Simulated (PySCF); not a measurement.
Zr(OH)3(SH) (H4O3SZr), SMILES [OH][Zr]([OH])([OH])[SH], multiplicity 1. Atoms are numbered in the order given.

```xyz
9

Zr    -0.0113     0.3076     0.0000
O      0.9247     0.9213    -1.5670
H      1.3534     1.2624    -2.3532
O      0.9247     0.9213     1.5670
H      1.3534     1.2624     2.3532
O     -1.8660     0.8130     0.0000
H     -2.7387     1.2104     0.0000
S     -0.0433    -2.1886     0.0000
H      1.3109    -2.2673     0.0000
```

The structure is a stationary point at B3LYP-D3(BJ)/def2-SVP. The spin state was assumed, not searched. The structure was generated by enumeration; whether it is a known compound was not checked. The def2 effective core potentials stand for the cores of Zr; spin–orbit coupling is left out. The values are those of a single conformer.

All values below come from PySCF with PBE/def2-TZVP.

```
Quantity                                                                                                       Result
---------------------------------------------------------------------------------------------  ----------------------
total energy                                                                                       -673.29973 hartree
point group                                                                                                        Cs
highest occupied level                                                                                       -5.69 eV
lowest empty level                                                                                           -1.36 eV
orbital gap                                                                                                   4.33 eV
dipole moment                                                                                                  3.43 D
quadrupole, principal values (traceless, Buckingham form, about the centre of nuclear charge)  -10.78, 2.70, 8.08 D·Å
mean static polarisability                                                                      74.5 bohr³ (11.05 Å³)
polarisability, principal values                                                               68.5, 69.5, 85.7 bohr³
```
